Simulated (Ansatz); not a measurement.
`O[Si]Br` + H–F → `O[Si]F` + HBr at 298.15 K and 1 bar (ligand exchange at the Si–Br bond).

Isolated molecules relaxed with PBE0-D4/def2-TZVP in Ansatz; ΔE leaves out vibrations. CCSD(T)/CBS is the MP2 limit (def2-TZVPP, def2-QZVPP) plus CCSD(T) − MP2 in def2-TZVPP, frozen cores. This one scheme is used for every species. For Br outer-core shells are correlated without core-valence functions, which leaves a few kJ/mol of doubt a bond. Scalar relativity is left out up to krypton. Each species was taken in one conformer, which may not be the lowest.

```tsv
species	CCSD(T)/CBS energy (Eh)	H − E (kJ/mol)	S (J/(mol·K))
`O[Si]Br`	-2938.23569	52.8	291.2
H–F	-100.39570	33.5	173.6
`O[Si]F`	-464.72778	54.9	266.8
HBr	-2573.91920	24.6	198.6
```

H − E and S are ideal-gas, rigid-rotor, harmonic terms from PBE0-D4/def2-TZVP, for one conformer and one mirror image of each species. 1 Eh = 2625.50 kJ/mol, R = 8.31446 J/(mol·K).

Task: By hand: ΔE, ΔH, ΔS and ΔG.

Result: ΔE = (-464.72778) + (-2573.91920) − (-2938.23569) − (-100.39570) = -0.01559 Eh = -40.9 kJ/mol. Δ(H − E) = 54.9 + 24.6 − 52.8 − 33.5 = -6.8, so ΔH = -47.7 kJ/mol. ΔS = 266.8 + 198.6 − 291.2 − 173.6 = 0.6 J/(mol·K). ΔG = -47.7 − 298.15 × (0.6)/1000 = -47.9 kJ/mol.

Task: By hand: the equilibrium constant, and the temperature at which ΔG would vanish if ΔH and ΔS stayed fixed.

Result: log₁₀ K = −ΔG/(RT ln 10) = 8.4. ΔH and −TΔS have one sign here, so there is no such temperature. One of them is within its doubt of zero, so this could turn.

The number of gas molecules stays the same, so ΔS is small and ΔH decides. A doubt of 5 kJ/mol in ΔE shifts log₁₀ K by 0.9 here. Other conformers and mirror images would add mixing entropy, several J/(mol·K) or more a flexible species. These are equilibria of isolated gas molecules and say nothing of rates. Largest T1 diagnostic: 0.015 (customary marks: 0.02 for closed shells, 0.045 for open ones).
